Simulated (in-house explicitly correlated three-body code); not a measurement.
Computed with an exponentially correlated three-body code. Model: two electrons around a point charge, non-relativistic, variational in 260 exponentially correlated functions (energies converged to about 1e-7 hartree, or 1e-8 relative for large Z).

Command:
```bash
python run_hyl.py task.json out
```
Settings (lengths in bohr, energies in hartree):
```
Z                      20
screening              14
interaction_strength   1
functions              260
states_tried           1
```

Cost of the run: 4 s on 1 thread of Intel(R) Xeon(R) 6975P-C (Granite Rapids), with other jobs on the host.

**Ground state only, binding against the one-electron ion.**

Given: nuclear charge 20; Yukawa screening of all interactions 14 1/bohr.

Computed: one-electron threshold -28.7334224 hartree.

```json
{"term": "1 1S", "energy (hartree)": "-54.889084", "binding (eV)": "711.73"}
```

**Converged states only, values per electron or pair (inverse distances are <exp(-kr)/r>).**

| term | mean r (bohr) | mean r squared (bohr²) | mean inverse r (1/bohr) | mean r12 (bohr) | mean inverse r12 (1/bohr) | mean cosine | mean p1 dot p2 (bohr⁻²) | delta r1 (bohr⁻³) | delta r12 (bohr⁻³) |
| --- | --- | --- | --- | --- | --- | --- | --- | --- | --- |
| 1 1S | 0.11307 | 0.018666 | 6.9403 | 0.16847 | 2.4929 | -0.0044553 | 0.93632 | 1380.3 | 119.19 |
